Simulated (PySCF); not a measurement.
**`C=C[C@H](F)[C@@H]1O[C@@H]1F`, C$_{5}$H$_{6}$F$_{2}$O**

Cartesian coordinates in Å; atom numbers follow the order of the lines, from 1:
```xyz
14

C    -2.4981    0.1333    0.4339
C    -1.2794    0.6175    0.2981
C    -0.2215    0.0157   -0.5821
F    -0.6979   -1.0812   -1.2675
C     0.9625   -0.4512    0.2513
O     1.7675    0.5381    0.8458
C     2.3414   -0.1849   -0.1635
F     2.5541    0.4779   -1.3221
H    -2.8195   -0.7420   -0.1055
H    -3.2199    0.5996    1.0809
H    -0.9390    1.4925    0.8325
H     0.1105    0.7399   -1.3392
H     0.7591   -1.3212    0.8709
H     3.1797   -0.8345    0.0646
```

Computed, not measured: TDDFT CAM-B3LYP/def2-SVPD circular dichroism and optical rotation, one conformer, gas phase in PySCF. Geometry: GFN2-xTB.

The molecule is flexible and this is one conformer; a measurement averages over conformers. States above about 9.4 eV (minus the energy of the highest occupied orbital) lie near or above the ionisation threshold and depend on the basis.

(1) What are the CIP labels of the stereocentres?

(2) List the lowest 16 singlet excitations with oscillator and rotatory strengths.

Results:

(1) C3 S, C5 S, C7 R.

(2) Rotatory strengths R in 10⁻⁴⁰ esu² cm², velocity form and length form (origin at the centre of mass); f in length form.
| state | E (eV) | λ (nm) | f | R (velocity) | R (length) | main |
| --- | --- | --- | --- | --- | --- | --- |
| 1 | 7.59 | 163 | 0.426 | -96.3 | -100.5 | HOMO→LUMO 0.83 |
| 2 | 7.66 | 162 | 0.104 | -6.4 | -2.5 | HOMO→LUMO+1 0.50, HOMO→LUMO+2 0.27 |
| 3 | 8.07 | 154 | 0.0008 | +7.5 | +8.2 | HOMO−2→LUMO 0.49, HOMO−3→LUMO 0.23 |
| 4 | 8.34 | 149 | 0.023 | +6.9 | +6.5 | HOMO→LUMO+4 0.58, HOMO→LUMO+2 0.09 |
| 5 | 8.48 | 146 | 0.033 | +40.5 | +40.3 | HOMO−1→LUMO 0.34, HOMO→LUMO+3 0.19 |
| 6 | 8.54 | 145 | 0.027 | +4.3 | +4.0 | HOMO→LUMO+3 0.38, HOMO→LUMO+2 0.22 |
| 7 | 8.69 | 143 | 0.022 | -25.4 | -25.4 | HOMO−1→LUMO+1 0.58, HOMO−1→LUMO+2 0.31 |
| 8 | 8.79 | 141 | 0.011 | +10.0 | +10.0 | HOMO→LUMO+2 0.20, HOMO→LUMO+5 0.19 |
| 9 | 8.94 | 139 | 0.003 | 0.0 | -0.6 | HOMO−1→LUMO+2 0.27, HOMO−1→LUMO+4 0.18 |
| 10 | 9.06 | 137 | 0.006 | +14.1 | +14.5 | HOMO→LUMO+6 0.24, HOMO−2→LUMO+2 0.11 |
| 11 | 9.18 | 135 | 0.001 | -0.8 | -0.7 | HOMO→LUMO+6 0.35, HOMO−4→LUMO 0.11 |
| 12 | 9.28 | 134 | 0.010 | +12.0 | +11.0 | HOMO−2→LUMO+2 0.24, HOMO−2→LUMO+1 0.17 |
| 13 | 9.35 | 133 | 0.005 | +6.0 | +5.7 | HOMO−1→LUMO+3 0.41, HOMO→LUMO+5 0.14 |
| 14 | 9.38 | 132 | 0.051 | +24.9 | +24.6 | HOMO−2→LUMO+1 0.26, HOMO→LUMO+5 0.24 |
| 15 | 9.55 | 130 | 0.002 | +2.4 | +2.4 | HOMO−2→LUMO+1 0.18, HOMO→LUMO+5 0.18 |
| 16 | 9.61 | 129 | 0.012 | -7.1 | -6.4 | HOMO−1→LUMO+4 0.26, HOMO−1→LUMO+3 0.16 |

For state 9 the two forms differ in sign, so the sign of R isn't settled.

Among the states computed, the strongest CD band (largest |R|) is state 1. The largest dissymmetry factor in size, g = 4R/(D+G), with D and G the electric and magnetic dipole strengths, is +0.12 for state 3 (velocity form, f = 0.0008), among bands with |R| over 0.5. The mirror image has the same energies and oscillator strengths and all R with the opposite sign.
